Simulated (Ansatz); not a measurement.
Cost and result for the atomization energy of CH4BFOS, SMILES `COB(F)S` (9 atoms, 8 bonds).

```xyz
9

C    -0.477    0.394    1.028
O     0.630    0.718    0.221
B     0.948    0.094   -0.926
F     2.029    0.527   -1.565
S     0.069   -1.287   -1.718
H    -1.416    0.531    0.485
H    -0.467    1.067    1.885
H    -0.414   -0.637    1.391
H    -0.902   -1.407   -0.800
```

Total charge 0; spin multiplicity 1. The geometry is a stationary point of PBE0-D4/def2-TZVP. It is one conformer, not always the lowest. Program: Ansatz. All runs use 2 threads of a server CPU on a shared host. Times are those of one run each, without the atoms' runs, and a repeat can differ threefold. Electronic energies, without spin–orbit coupling; frozen cores. CCSD(T)/CBS adds CCSD(T) − MP2 in def2-TZVPP to the MP2 limit, and its time is that of the two runs behind it. T1 = 0.013.

CCSD(T)/CBS is a level of theory with its own doubt, some kJ/mol a heavy atom from the limit and from the frozen cores, so smaller differences don't rank the functionals.

```tsv
level	functions	wall time
LDA (SPW92)/def2-TZVPP	222	2.1 s
BLYP-D4/def2-TZVPP	222	2.6 s
PBE-D4/def2-TZVPP (with forces)	222	3.3 s
BHLYP-D4/def2-TZVPP	222	4.1 s
CAM-B3LYP-D4/def2-TZVPP	222	4.4 s
CCSD(T)/def2-SVP	94	5.5 s
PBE-QIDH/def2-TZVPP	222	7.5 s
ωB97X-V/def2-TZVPP	222	12 s
B97M-V/def2-TZVPP	222	14 s
ωB97M-V/def2-TZVPP (with forces)	222	15 s
MP2/def2-QZVPP	418	31 s
CCSD(T)/def2-TZVPP	222	2.7 min
CCSD(T)/CBS(def2)	–	3.2 min
```

Question: What atomization energy does each give, and how far from CCSD(T)/CBS? (Estimate.)

Answer: Computed: 
| level | atomization (kcal/mol) | difference from CCSD(T)/CBS | per bond |
| --- | --- | --- | --- |
| LDA (SPW92)/def2-TZVPP | 999.4 | 137.6 | 17.2 |
| BLYP-D4/def2-TZVPP | 863.4 | 1.6 | 0.2 |
| PBE-D4/def2-TZVPP (with forces) | 884.5 | 22.7 | 2.8 |
| BHLYP-D4/def2-TZVPP | 833.4 | -28.4 | -3.5 |
| CAM-B3LYP-D4/def2-TZVPP | 867.6 | 5.8 | 0.7 |
| CCSD(T)/def2-SVP | 821.2 | -40.6 | -5.1 |
| PBE-QIDH/def2-TZVPP | 858.6 | -3.2 | -0.4 |
| ωB97X-V/def2-TZVPP | 864.7 | 2.9 | 0.4 |
| B97M-V/def2-TZVPP | 868.6 | 6.8 | 0.9 |
| ωB97M-V/def2-TZVPP (with forces) | 867.8 | 6.0 | 0.8 |
| MP2/def2-QZVPP | 876.0 | 14.2 | 1.8 |
| CCSD(T)/def2-TZVPP | 840.1 | -21.7 | -2.7 |
| CCSD(T)/CBS(def2) | 861.8 | 0.0 | 0.0 |

The D4 term adds +6.6 kcal/mol with B3LYP and +3.4 kcal/mol with PBE0; it sums over pairs of atoms, weighted by their polarisabilities, and B3LYP, whose exchange is more repulsive, gets the larger term. From PBE to PBE0 (25 % exact exchange), in def2-TZVPP and without D4, the atomization energy moves by −18.8 kcal/mol: exact exchange takes away binding that semilocal exchange gives to molecules. At CCSD(T), def2-SVP lies −40.6 kcal/mol from the extrapolated value and def2-TZVPP −21.7 kcal/mol: correlation converges slowly with the basis, and small sets miss more of it in the bonded molecule than in its fragments.

B3LYP here is the variant with VWN-RPA as its local correlation; programs differ in this.
